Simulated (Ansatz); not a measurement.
**Dissociation curves of SnH3 (SMILES [SnH3])**

SnH3 has 4 atoms, charge 0, and is taken as a doublet. As SMILES, `[SnH3]`. The shape is that of a PBE0-D4/def2-TZVP optimisation.

| atom | x (Å) | y (Å) | z (Å) |
| --- | --- | --- | --- |
| Sn | 0.2802 | -0.2116 | -0.2717 |
| H | 1.0552 | 0.0110 | 1.2417 |
| H | -1.1250 | -1.1722 | -0.0640 |
| H | -0.1549 | 1.3125 | -0.9263 |

The Sn1–H2 distance is scanned; the parts on either side stay rigid. Basis STO-3G, 18 core orbitals frozen in the correlated methods; program Ansatz 0.2.0. FCI is exact within this basis and core. Energies in eV from each method's value at 1.715 Å; open shells run as named. The shape above is that at 1.715 Å.

```
distance (Å)  USVWN5  U-revPBE  UPBE0  UCAM-B3LYP  U-wB97X
       1.715    0.00      0.00   0.00        0.00     0.00
       2.144    1.28      1.16   1.31        1.39     1.38
       2.572    3.02      2.81   3.16        3.25     3.35
       3.430    4.83      4.36   4.42        4.51     4.53
       4.287    4.99      4.45   4.49        4.61     4.53
```

(1) Estimate the FCI curve, and say how far off each method is.

## Answers

(1) 
```
distance (Å)   FCI
       1.715  0.00
       2.144  1.18
       2.572  2.77
       3.430  4.14
       4.287  4.18
```

Departure from the FCI curve at its largest: USVWN5 +0.82 eV at 4.29 Å; U-revPBE +0.27 eV at 4.29 Å; UPBE0 +0.39 eV at 2.57 Å; UCAM-B3LYP +0.48 eV at 2.57 Å; U-wB97X +0.58 eV at 2.57 Å. For the functionals part of the departure is owed to the small basis.
